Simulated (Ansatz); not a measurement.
A nudged elastic band was laid between two geometries of CH$_{6}$BNSi (10 atoms, charge 0, multiplicity 1).

These are results of RKS PBE-D4/def2-SVP in Ansatz, not measurements.

```yaml
movable_images: 5
climbing_image: yes
spring: 5.0 eV/Å²
optimiser: quadratic models (default)
start_path: through a guess of the saddle point
force_threshold: 0.05 eV/Å
iteration_limit: 60
end_points: relaxed
```

Initial state:

```xyz
10
Properties=species:S:1:pos:R:3
N -1.544 0.454 -1.048
B -0.385 0.169 -0.344
C 0.370 -1.051 0.282
Si 1.173 0.649 0.750
H -1.834 1.403 -1.285
H -2.188 -0.271 -1.380
H -0.125 -1.695 1.034
H 1.008 -1.650 -0.398
H 1.048 1.094 2.180
H 2.561 0.847 0.211
```

Final state:

```xyz
10
Properties=species:S:1:pos:R:3
N -1.548 0.455 -1.039
B -0.373 0.165 -0.364
C 0.366 -1.052 0.282
Si 1.177 0.649 0.739
H -2.208 -0.267 -1.343
H -1.831 1.404 -1.287
H -0.138 -1.711 1.015
H 1.032 -1.635 -0.386
H 1.026 1.132 2.154
H 2.581 0.810 0.231
```

(1) What changes between the two ends?

(2) What energy profile does the band end with?

(3) What is the geometry of the highest image?

(4) What are the harmonic wavenumbers there?

Results:

(1) No bond is made or broken. The dihedral H6–N1–B2–C3 goes from -5 to 174°. The two ends are copies of one structure, up to a mirror image or an exchange of like atoms.

(2) The forces met the threshold. The highest image is number 3 of 0 to 6, 106.5 kJ/mol above the ends, which have the same energy within 2 meV. A vibrational analysis at the climbing image gives one clearly imaginary mode, 527i cm⁻¹: a first-order saddle point.

```csv
image,path coordinate (Å),energy (kJ/mol),dihedral H6–N1–B2–C3 (°)
0,0.00,0.0,-5
1,0.90,2.4,22
2,1.80,59.1,86
3,2.70,106.5,147
4,3.69,45.1,180
5,4.69,1.1,-168
6,5.69,0.0,174
```

(3) 
```xyz
10
Properties=species:S:1:pos:R:3
N -1.531 0.216 -1.250
B -0.647 -0.013 -0.120
C 0.217 -1.132 0.376
Si 0.993 0.745 0.723
H -1.055 0.755 -1.988
H -2.313 0.823 -0.968
H 0.315 -1.325 1.462
H 0.486 -2.024 -0.223
H 1.497 0.653 2.139
H 2.122 1.251 -0.147
```

(4) 527i, 186, 288, 327, 397, 485, 565, 603, 660, 696, 712, 824, 886, 919, 969, 1284, 1415, 1508, 2112, 2150, 3023, 3099, 3411, 3476 cm⁻¹.

Time of the run: 12 min on 1 thread of Intel(R) Xeon(R) Processor @ 2.50GHz (Skylake/Cascade Lake) (shared host), peak memory 0.13 GiB.
